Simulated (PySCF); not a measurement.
**Bonding in `C/C=C\[PH2+]CC(C)=O`**

Species: C6H12OP (charge +1).
Numbering: `[CH3:1]/[CH:2]=[CH:3]\[PH2+:4][CH2:5][C:6]([CH3:7])=[O:8]` (hydrogens: H9, H10, H11 on C1; H12 on C2; H13 on C3; H14, H15 on P4; H16, H17 on C5; H18, H19, H20 on C7)

Structure used (GFN2-xTB), in Å, numbered top down from 1:
```xyz
20
C6H12OP angstrom
C     -3.3857    0.0747    0.0176
C     -2.3846    0.3800   -1.0214
C     -1.0768    0.1275   -0.9336
P     -0.3366   -0.6570    0.4824
C      1.4457   -0.9750    0.2473
C      1.9664    0.4525    0.3286
C      3.4069    0.7308    0.1666
O      1.0989    1.2792    0.5240
H     -2.9396   -0.4330    0.8754
H     -4.1819   -0.5424   -0.3988
H     -3.8546    0.9992    0.3559
H     -2.7604    0.8500   -1.9212
H     -0.3824    0.4032   -1.7168
H     -0.9020   -1.9123    0.6359
H     -0.5398   -0.0592    1.6987
H      1.6458   -1.4550   -0.7160
H      1.8496   -1.6230    1.0311
H      3.9960    0.1006    0.8306
H      3.7117    0.4907   -0.8525
H      3.6182    1.7790    0.3631
```

Bond orders from the PBE0/pcSseg-1 density (PySCF). One conformer (not necessarily the lowest) at the GFN2-xTB geometry, without solvent, vibrations or thermal averaging.

**Question.** Where do the orders between heavy atoms depart from those drawn in the SMILES?

**Answer.** The largest departure is 0.116, at C2–C3 (drawn double, 1.884).

**Question.** Set the Mayer orders of the bonds between heavy atoms beside their lengths.

**Answer.** 
| bond | drawn as | length (Å) | Mayer order |
| --- | --- | --- | --- |
| C1–C2 | single | 1.475 | 1.101 |
| C2–C3 | double | 1.335 | 1.884 |
| C3–P4 | single | 1.780 | 0.985 |
| P4–C5 | single | 1.826 | 1.016 |
| C5–C6 | single | 1.522 | 0.927 |
| C6–C7 | single | 1.476 | 1.062 |
| C6–O8 | double | 1.214 | 1.897 |

Bonds between the same two heavy elements. C–C: lowest C5–C6 (0.927, 1.522 Å), highest C2–C3 (1.884, 1.335 Å). C–P: lowest C3–P4 (0.985, 1.780 Å), highest P4–C5 (1.016, 1.826 Å); in 1 of the 1 pairs the longer bond (by over 0.003 Å) has the higher order (by 0.02 or more).

**Question.** And the bonds to hydrogen?

**Answer.** C–H: 0.90 to 0.94 (10 bonds); H–P: 0.91 (2 bonds).

**Question.** Sum the orders of all bonds at each heavy atom with more than one neighbour and set the sums beside the valence in the SMILES.

**Answer.** C1 3.896 (drawn 4), C2 3.925 (drawn 4), C3 3.787 (drawn 4), P4 3.815 (drawn 4), C5 3.744 (drawn 4), C6 3.886 (drawn 4), C7 3.853 (drawn 4). Orders between atoms that aren't bonded are not in these sums.

The Mayer order sums products of elements of PS (density times overlap matrix) between the two atoms' basis functions, so it depends on the basis set.

The run behind these numbers computed NMR shieldings as well. Cost: about 1.6 min of CPU time on one thread; the machine was shared, so the figure is rough.
